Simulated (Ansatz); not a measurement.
Total energies of C2H4AlN, SMILES `[CH3][AlH][C]#N`.

| atom | x (Å) | y (Å) | z (Å) |
| --- | --- | --- | --- |
| C1 | 0.228 | 0.173 | 1.260 |
| Al2 | -0.665 | 0.043 | -0.453 |
| C3 | 0.402 | -0.414 | -2.013 |
| N4 | 1.048 | -0.688 | -2.930 |
| H5 | 0.112 | 1.177 | 1.679 |
| H6 | -0.220 | -0.517 | 1.983 |
| H7 | 1.295 | -0.048 | 1.194 |
| H8 | -2.201 | 0.274 | -0.720 |

The species carries charge 0 and has multiplicity 1. Geometry: relaxed with PBE0-D4/def2-TZVP. Basis def2-TZVPP, Ansatz 0.2.0.

RPA on PBE orbitals: Hartree–Fock energy of these orbitals -374.46385 Eh, correlation -0.97152 Eh (frozen core).

| functional | energy without D4 (Eh) | D4 term (kJ/mol) |
| --- | --- | --- |
| LDA (SPW92) | -373.60516 | – |
| PBE | -375.54340 | -11.8 |
| revPBE | -375.76540 | -34.9 |
| BLYP | -375.81648 | -25.8 |
| r2SCAN | -375.74735 | -2.9 |
| B97M-V | -375.79486 | – |
| PBE0 | -375.57459 | -10.0 |
| B3LYP | -375.88652 | -19.1 |
| r2SCANh | -375.73763 | -3.1 |
| r2SCAN0 | -375.72382 | -3.4 |
| HSE06 (plane-wave form) | -375.56104 | -9.4 |
| BHLYP | -375.77873 | -15.2 |
| CAM-B3LYP | -375.79345 | -10.2 |
| LC-ωPBE | -375.67449 | – |
| ωB97X-V | -375.77483 | – |
| ωB97M-V | -375.78774 | – |
| B2PLYP | -375.63285 | – |
| PBE-QIDH | -375.46774 | – |

B3LYP takes the VWN-RPA correlation (the form of Gaussian; ORCA's B3LYP/G). HSE06 is the plane-wave form, built on full-range PBE exchange. The double hybrids freeze the cores in their second-order part.

LC-ωPBE has ω = 0.4 bohr⁻¹.
